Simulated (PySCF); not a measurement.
FH6NOSi2, SMILES O[Si@H](F)N[SiH3].

The structure is a stationary point at B3LYP-D3(BJ)/def2-SVP. The structure was generated by enumeration; whether it is a known compound was not checked. One conformer was computed; it need not be the lowest.

Level of theory: PBE/def2-TZVP (PySCF).

**Question.** Estimate the frontier levels, gap, dipole moment and polarisability. (Estimate from the structure and the level; the computed values follow.)

**Answer.** 
- highest occupied level: -6.68 eV
- lowest empty level: -0.75 eV
- orbital gap: 5.93 eV
- dipole moment: 2.73 D
- quadrupole, principal values (traceless, Buckingham form, about the centre of nuclear charge): -9.39, 3.85, 5.55 D·Å
- mean static polarisability: 62.2 bohr³ (9.22 Å³)
- polarisability, principal values: 55.4, 57.9, 73.2 bohr³
